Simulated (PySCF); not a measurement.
## Calculated data, BGeH$_{4}$, CH$_{5}$BGeN, C$_{2}$H$_{6}$BGe

Computed with PySCF 2.14.0. Calculation on a computer-drawn molecule: the log of a Hartree-Fock and frozen-core CCSD(T) single point meant for a local Hartree-Fock minimum, with one planted fault or none, to be diagnosed. Offsets are logged minus clean, where the clean run is the same molecule without the fault. The reference is restricted for singlets and unrestricted otherwise, and also for a bond in bohr or an excited solution. Adding or removing an electron swaps singlet and doublet. The excited solution moves the top pair (singlet) or top alpha electron (doublet) to the lowest empty orbital. Highest occupied and lowest empty are orbital energies over both spins, largest force is the largest gradient component, triples share is (T) over the correlation energy, the T1 limit is 0.02 restricted and 0.045 unrestricted, electrons count all cores, a negative frequency is imaginary (commonest isotopes), and the dipole is about the centre of nuclear charge; on germanium a core potential holds 10 electrons, which the energies leave out, and 3d is frozen in MP2 and coupled-cluster steps.

Common to all runs: meant charge 1; meant multiplicity 1; meant basis cc-pVDZ; meant basis and core potential on germanium cc-pVDZ-PP ECP10MDF; logged SCF converged yes; possible faults no fault, one electron removed, one electron added, multiplicity raised by two, geometry at a saddle point, SCF held on an excited solution, minimal basis STO-3G, one bond length entered in bohr, all coordinates scaled.

(1) BGeH$_{4}$

Logged structure:
```xyz
6
BGeH4
B     -2.0469    -0.8991     0.5807
Ge     0.0064    -1.3055     0.1181
H     -3.1813    -0.6744     0.8363
H      0.0586    -1.0555    -1.3763
H      0.1554    -2.7529     0.5440
H      0.7395    -0.2932     0.9760
```

| Property | Result |
| --- | --- |
| logged electrons | 41 |
| logged basis functions | 57 |
| logged spin squared | 0.768 |
| logged highest occupied | -7.632 eV |
| logged lowest empty | 1.5859 eV |
| logged largest force | 0.049783 hartree/bohr |
| logged T1 diagnostic | 0.012759 |
| logged D1 diagnostic | 0.030119 |
| logged triples share | 0.022088 |
| logged CC converged | yes |
| logged dipole magnitude | 0.84272 debye |
| logged SCF stable within its kind | yes |
| logged energy HF | -320.27607 hartree |
| logged energy CCSD(T) | -320.48347 hartree |
| planted fault | one electron added |
| HF energy offset from clean run | -149.2 kcal/mol |
| CCSD(T) energy offset from clean run | -157.6 kcal/mol |

Drawn bonds:
```tsv
atom	other atom	order
1	2	1
1	3	1
2	4	1
2	5	1
2	6	1
```

(2) BGeH$_{4}$

Structure as in entry 1.

| Quantity | Value |
| --- | --- |
| logged electrons | 40 |
| logged basis functions | 57 |
| logged spin squared | 0 |
| logged highest occupied | -10.036 eV |
| logged lowest empty | -15.201 eV |
| logged largest force | 0.19425 hartree/bohr |
| logged CC converged | no |
| logged dipole magnitude | 5.9236 debye |
| logged SCF stable within its kind | no |
| logged energy HF | -319.33764 hartree |
| planted fault | SCF held on an excited solution |
| HF energy offset from clean run | 439.7 kcal/mol |

Drawn bonds:
```tsv
atom	other atom	order
1	2	1
1	3	1
2	4	1
2	5	1
2	6	1
```

Notes: CCSD not converged.

(3) BGeH$_{4}$

Logged structure:
```xyz
6
BGeH4
B     -2.1165    -0.9296     0.6005
Ge     0.0066    -1.3499     0.1221
H     -3.2895    -0.6974     0.8647
H      0.0606    -1.0914    -1.4231
H      0.1607    -2.8465     0.5625
H      0.7647    -0.3031     1.0091
```

| Quantity | Value |
| --- | --- |
| logged electrons | 40 |
| logged basis functions | 57 |
| logged spin squared | 0 |
| logged highest occupied | -18.302 eV |
| logged lowest empty | -5.3524 eV |
| logged largest force | 0.018775 hartree/bohr |
| logged T1 diagnostic | 0.014889 |
| logged D1 diagnostic | 0.02887 |
| logged triples share | 0.022158 |
| logged CC converged | yes |
| logged dipole magnitude | 5.4037 debye |
| logged SCF stable within its kind | yes |
| logged energy HF | -320.03391 hartree |
| logged energy CCSD(T) | -320.22961 hartree |
| planted fault | all coordinates scaled, by +3.4 % |
| HF energy offset from clean run | 2.744 kcal/mol |
| CCSD(T) energy offset from clean run | 1.669 kcal/mol |

Drawn bonds:
```tsv
atom	other atom	order
1	2	1
1	3	1
2	4	1
2	5	1
2	6	1
```

(4) CH$_{5}$BGeN

Logged structure:
```xyz
9
CH5BGeN
B      1.6854     0.5480     1.3272
Ge     1.6126     2.1006     0.0540
C      0.3413     1.3279    -1.2922
N     -0.6185     1.9676    -1.8534
H      2.0947    -0.3210     2.0199
H      0.7364     3.1569     0.7483
H      0.5161     0.3395    -1.7132
H     -0.8822     2.8911    -1.5553
H     -1.1540     1.5767    -2.6104
```

| Property | Result |
| --- | --- |
| logged electrons | 54 |
| logged basis functions | 90 |
| logged spin squared | 0 |
| logged highest occupied | -12.771 eV |
| logged lowest empty | -3.9616 eV |
| logged largest force | 2.694e-05 hartree/bohr |
| logged lowest frequency | 99.25 cm⁻¹ |
| logged T1 diagnostic | 0.025841 |
| logged D1 diagnostic | 0.087884 |
| logged triples share | 0.037628 |
| logged CC converged | yes |
| logged dipole magnitude | 4.6535 debye |
| logged SCF stable within its kind | yes |
| logged energy HF | -412.95749 hartree |
| logged energy CCSD(T) | -413.473 hartree |
| planted fault | ? |

Drawn bonds:
```tsv
atom	other atom	order
1	2	1
2	3	2
3	4	1
1	5	1
2	6	1
3	7	1
4	8	1
4	9	1
```

Notes: T1 above single-reference limit.

(5) C$_{2}$H$_{6}$BGe

Logged structure:
```xyz
10
C2H6BGe
B     -2.1270     1.3662    -1.4494
Ge    -0.8661    -0.1760    -1.5826
C      0.6415     0.7178    -1.2029
C     -1.2840    -2.0178    -1.9984
H     -2.7445     2.3666    -1.3361
H      0.6270     1.7828    -0.9968
H      1.6236     0.2578    -1.1599
H     -1.9732    -2.4130    -1.2546
H     -1.7260    -2.0770    -2.9911
H     -0.3523    -2.5813    -1.9747
```

| Item | Value |
| --- | --- |
| logged electrons | 55 |
| logged basis functions | 95 |
| logged spin squared | 1.0643 |
| logged highest occupied | -7.3328 eV |
| logged lowest empty | 1.7197 eV |
| logged largest force | 0.037063 hartree/bohr |
| logged T1 diagnostic | 0.03545 |
| logged D1 diagnostic | 0.16995 |
| logged triples share | 0.033718 |
| logged CC converged | yes |
| logged dipole magnitude | 1.7642 debye |
| logged SCF stable within its kind | yes |
| logged energy HF | -397.1513 hartree |
| logged energy CCSD(T) | -397.64969 hartree |
| planted fault | ? |

Drawn bonds:
```tsv
atom	other atom	order
1	2	1
2	3	2
2	4	1
1	5	1
3	6	1
3	7	1
4	8	1
4	9	1
4	10	1
```

## Withheld values
1. Give the missing planted fault for CH$_{5}$BGeN (entry 4).
2. Which fault was planted in the run of C$_{2}$H$_{6}$BGe (entry 5)?

Answers
1. no fault
2. one electron added

Further results for CH$_{5}$BGeN (entry 4):

| Quantity | Value |
| --- | --- |
| HF energy offset from clean run | 0 kcal/mol |
| CCSD(T) energy offset from clean run | 0 kcal/mol |

Further results for C$_{2}$H$_{6}$BGe (entry 5):

| Property | Result |
| --- | --- |
| HF energy offset from clean run | -148.3 kcal/mol |
| CCSD(T) energy offset from clean run | -144.5 kcal/mol |
